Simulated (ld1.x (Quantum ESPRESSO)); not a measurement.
**How hard is this titanium RRKJ potential?**

| Quantity | Value |
| --- | --- |
| Element | titanium (Ti) |
| Generator | ld1.x (Quantum ESPRESSO) 7.5 |
| Type | norm-conserving RRKJ (Kleinman–Bylander form) |
| Functional | PBE |
| Relativity | scalar-relativistic |
| Frozen core | [Ne] |
| Valence charge | 12 |
| Reference configuration | 3s2 3p6 3d3 4s1 4p0 |
| Partial waves | 3p (bound): rc 1.15 bohr; 3d (bound): rc 2.40 bohr; 3s (bound): rc 1.45 bohr |
| Local potential | the s channel |
| Core correction | none |
| rho0 | 0.02 |

Occupied shells without a wave of their own: 4s. They enter only through the test configuration that unscreens the potential.

The pseudo-atom Hamiltonian at the reference potential is diagonalised in spherical Bessel functions j_l(qr) that vanish at 20 bohr, with q² up to the cutoff. All-electron valence levels (Ry): 3p -2.6242, 4p -0.0821, 3d -0.1408, 3s -4.3601, 4s -0.2741.

Question: How do the lowest levels (Ry) of each channel move with the cutoff, and are there ghosts?

Answer:

| cutoff (Ry) | p #1 | p #2 | p #3 | d #1 | s #1 | s #2 | f #1 | Σ f·Δε (mRy) |
| --- | --- | --- | --- | --- | --- | --- | --- | --- |
| 8 | -1.5478 | -0.0433 | 0.0610 | 0.0346 | -4.2285 | -0.2704 | 0.0983 | 7272.5 |
| 12 | -2.0536 | -0.0597 | 0.0526 | 0.0277 | -4.2819 | -0.2889 | 0.0983 | 4092.1 |
| 18 | -2.4287 | -0.0737 | 0.0469 | -0.0659 | -4.2916 | -0.2918 | 0.0983 | 1538.1 |
| 30 | -2.5892 | -0.0822 | 0.0439 | -0.1402 | -4.3414 | -0.2929 | 0.0983 | 251.5 |
| 40 | -2.5931 | -0.0827 | 0.0437 | -0.1406 | -4.3565 | -0.2944 | 0.0983 | 195.1 |
| 50 | -2.5971 | -0.0828 | 0.0437 | -0.1407 | -4.3571 | -0.2947 | 0.0983 | 169.5 |
| 60 | -2.6049 | -0.0831 | 0.0436 | -0.1407 | -4.3578 | -0.2947 | 0.0983 | 121.1 |
| 80 | -2.6193 | -0.0839 | 0.0433 | -0.1408 | -4.3597 | -0.2947 | 0.0983 | 31.1 |
| 110 | -2.6241 | -0.0842 | 0.0432 | -0.1408 | -4.3600 | -0.2948 | 0.0983 | 1.6 |
| 140 | -2.6242 | -0.0842 | 0.0432 | -0.1408 | -4.3601 | -0.2948 | 0.0983 | 1.0 |
| 180 | -2.6243 | -0.0842 | 0.0432 | -0.1408 | -4.3601 | -0.2948 | 0.0983 | 0.2 |
| 400 | -2.6243 | -0.0842 | 0.0432 | -0.1408 | -4.3601 | -0.2948 | 0.0983 | 0.0 |

Result: no extra level below or beside the all-electron valence levels (p, d, s, f tested); 10 mRy is reached at 100 Ry and 1 mRy at 140 Ry.

The potential misses its own reference levels by up to 0.3 eV. Its largest configuration-test error is -627 meV.
